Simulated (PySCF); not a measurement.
PySCF 2.14 output of an unrestricted LDA calculation on a single atom or ion in aug-cc-pVQZ-PP with ECP10MDF, with scalar relativity through the core potential:

```
SCF conv_tol = 1e-09
number electrons alpha = 10  beta = 10
    P. A. M. Dirac.,  Math. Proc. Cambridge Philos. Soc. 26, 376 (1930)
    F. Bloch.,  Z. Phys. 57, 545 (1929)
    S. H. Vosko, L. Wilk, and M. Nusair.,  Can. J. Phys. 58, 1200 (1980)
cycle= 1 E= -196.74517632513  delta_E= 0.212  |g|= 1.25  |ddm|= 0.971
cycle= 2 E= -195.280029850389  delta_E= 1.47  |g|= 3.43  |ddm|= 1.33
cycle= 3 E= -196.939952077122  delta_E= -1.66  |g|= 0.577  |ddm|= 0.826
cycle= 4 E= -197.001519897659  delta_E= -0.0616  |g|= 0.21  |ddm|= 0.631
cycle= 5 E= -197.012470924565  delta_E= -0.011  |g|= 0.0576  |ddm|= 0.379
cycle= 6 E= -197.013914306856  delta_E= -0.00144  |g|= 0.00172  |ddm|= 0.119
cycle= 7 E= -197.013915488618  delta_E= -1.18e-06  |g|= 0.000329  |ddm|= 0.00613
cycle= 8 E= -197.013915511811  delta_E= -2.32e-08  |g|= 7.2e-05  |ddm|= 0.000562
cycle= 9 E= -197.013915512691  delta_E= -8.8e-10  |g|= 4.8e-07  |ddm|= 4.55e-05
converged SCF energy = -197.013915512691  <S^2> = -3.1974423e-14  2S+1 = 1
```

The run itself started from symmetry-adapted Hartree-Fock orbitals and held the occupation by maximum overlap, on a logarithmic radial grid, so the iterations belong to that start.

Task: Which element, charge and spin multiplicity is this?

Result: Cu- (copper, charge -1), multiplicity 1; the state was [Ar] 3d10 4s2, closed-shell 1S.

Energies and moments cover only the electrons outside the core potential. At LDA the highest occupied level has a positive energy, so only the finite basis holds that electron; in a semilocal or global hybrid functional this comes from self-interaction and does not mean that the real anion is unbound.
